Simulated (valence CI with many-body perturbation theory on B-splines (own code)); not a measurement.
**Sn XXXVII: electric-dipole lines**

Method: configuration interaction combined with many-body perturbation theory (CI+MBPT): four valence electrons over a frozen Dirac-Fock core [Ne], radial functions for each j: 11 s, 11 p, 9 d, 7 f, 5 g, 2 h, 1 i, with the one-electron correlation potential Σ1 (screened to all orders), the two-electron term Σ2, the three-electron term Σ3, Breit, model QED; selected single and double excitations, second order for the rest (own B-spline code, finite nucleus).

The last digits are not significant, and no measured levels were compared; by estimate large intervals hold to a few tenths of a per cent, small ones and those within an open d or f shell to about a per cent.

Lines 201 to 233 of 233 in falling wavelength, among levels below 389.59 eV, chosen from the strongest by gf and those to the six lowest levels. Wavelengths and rates use the calculated energies. Electric multipoles are in the length gauge, E1 and E2 with the static RPA response of the core. Weak lines are less certain than strong ones. Lines between different terms over intervals too small for the method are left out, as are lines whose strength nearly cancels. The highest levels of a list are the least certain.

Levels are named by their leading jj configuration (3d3/2^4 stands for four electrons in 3d with j = 3/2), which in mixed levels can hold well under half, so a name can repeat and another be missing. Letters in brackets count levels of one name in rising energy.

```tsv
λ vac (nm)	Upper	Lower	A (s⁻¹)	S (a.u.) with core polarisation	S without
6.012	(3s^2 3p3/2 3d3/2) J=1	(3s^2 3p1/2 3p3/2) J=1	3.03e+11	9.75e-02	9.96e-02
6.011	(3s^2 3p3/2 3d3/2) J=2	(3s^2 3p1/2 3p3/2) J=1	1.43e+11	7.66e-02	7.82e-02
5.993	(3s 3p1/2 3p3/2 3d5/2) J=3 [b]	(3s 3p1/2^2 3p3/2) J=2	4.14e+10	3.08e-02	3.14e-02
5.961	(3s^2 3p3/2 3d3/2) J=0	(3s^2 3p1/2 3p3/2) J=1	3.01e+11	3.15e-02	3.21e-02
5.952	(3s 3p1/2 3p3/2 3d3/2) J=3 [b]	(3s 3p1/2^2 3p3/2) J=2	4.10e+06	2.99e-06	3.03e-06
5.907	(3s 3p1/2 3p3/2 3d3/2) J=2 [d]	(3s 3p1/2^2 3p3/2) J=1	1.84e+11	9.38e-02	9.57e-02
5.866	(3s 3p1/2 3p3/2 3d3/2) J=1 [c]	(3s 3p1/2^2 3p3/2) J=2	9.02e+07	2.70e-05	2.75e-05
5.831	(3s 3p1/2 3p3/2 3d5/2) J=2 [c]	(3s 3p1/2^2 3p3/2) J=2	3.61e+10	1.77e-02	1.80e-02
5.750	(3s 3p1/2 3p3/2^2) J=1 [a]	(3s^2 3p1/2^2) J=0	6.73e+10	1.89e-02	1.93e-02
5.721	(3s 3p1/2 3p3/2 3d5/2) J=0	(3s 3p1/2^2 3p3/2) J=1	1.06e+11	9.80e-03	1.00e-02
5.675	(3s 3p1/2 3p3/2 3d5/2) J=3 [c]	(3s 3p1/2^2 3p3/2) J=2	7.67e+10	4.85e-02	4.95e-02
5.620	(3s 3p1/2 3p3/2 3d3/2) J=1 [d]	(3s 3p1/2^2 3p3/2) J=2	1.55e+08	4.07e-05	4.16e-05
5.600	(3s^2 3p3/2 3d5/2) J=1	(3s^2 3p1/2 3p3/2) J=2	1.07e+10	2.78e-03	2.84e-03
5.599	(3s^2 3p3/2 3d5/2) J=3	(3s^2 3p1/2 3p3/2) J=2	1.73e+10	1.05e-02	1.07e-02
5.537	(3s 3p1/2 3p3/2 3d5/2) J=3 [d]	(3s 3p1/2^2 3p3/2) J=2	1.09e+09	6.41e-04	6.56e-04
5.530	(3s 3p3/2^3) J=2	(3s^2 3p1/2 3p3/2) J=2	4.80e+08	2.00e-04	2.05e-04
5.498	(3s 3p1/2 3p3/2 3d5/2) J=1 [b]	(3s 3p1/2^2 3p3/2) J=2	3.70e+09	9.10e-04	9.29e-04
5.492	(3s 3p1/2 3p3/2^2) J=1 [b]	(3s^2 3p1/2^2) J=0	1.86e+09	4.57e-04	4.66e-04
5.458	(3s^2 3p3/2 3d5/2) J=1	(3s^2 3p1/2 3p3/2) J=1	4.76e+07	1.15e-05	1.18e-05
5.438	(3s 3p1/2 3p3/2 3d3/2) J=2 [d]	(3s 3p1/2^2 3p3/2) J=2	4.25e+09	1.68e-03	1.72e-03
5.392	(3s 3p3/2^3) J=2	(3s^2 3p1/2 3p3/2) J=1	1.55e+09	5.98e-04	6.10e-04
5.318	(3s 3p1/2 3p3/2 3d5/2) J=1 [c]	(3s 3p1/2^2 3p3/2) J=2	7.13e+08	1.59e-04	1.62e-04
5.300	(3s 3p1/2 3p3/2 3d5/2) J=2 [d]	(3s 3p1/2^2 3p3/2) J=2	2.65e+08	9.75e-05	9.97e-05
5.285	(3s 3p1/2 3p3/2 3d5/2) J=3 [e]	(3s 3p1/2^2 3p3/2) J=2	1.03e+10	5.24e-03	5.35e-03
5.200	(3s 3p3/2^3) J=1	(3s^2 3p1/2 3p3/2) J=2	1.24e+08	2.59e-05	2.63e-05
5.178	(3s 3p1/2 3p3/2 3d5/2) J=2 [e]	(3s 3p1/2^2 3p3/2) J=2	5.86e+09	2.01e-03	2.05e-03
5.119	(3s 3p1/2 3p3/2 3d5/2) J=2 [f]	(3s 3p1/2^2 3p3/2) J=2	6.54e+09	2.16e-03	2.21e-03
5.078	(3s 3p3/2^3) J=1	(3s^2 3p1/2 3p3/2) J=1	7.72e+08	1.50e-04	1.53e-04
5.029	(3p1/2 3p3/2^3) J=1	(3s 3p1/2^2 3p3/2) J=2	1.27e+09	2.39e-04	2.44e-04
4.984	(3s 3p3/2^2 3d3/2) J=3	(3s 3p1/2^2 3p3/2) J=2	2.67e+07	1.14e-05	1.17e-05
4.838	(3s^2 3p3/2 3d3/2) J=1	(3s^2 3p1/2^2) J=0	9.21e+07	1.54e-05	1.58e-05
4.473	(3s^2 3p3/2 3d5/2) J=1	(3s^2 3p1/2^2) J=0	1.04e+09	1.37e-04	1.41e-04
4.214	(3s 3p3/2^3) J=1	(3s^2 3p1/2^2) J=0	6.22e+08	6.89e-05	7.04e-05
```
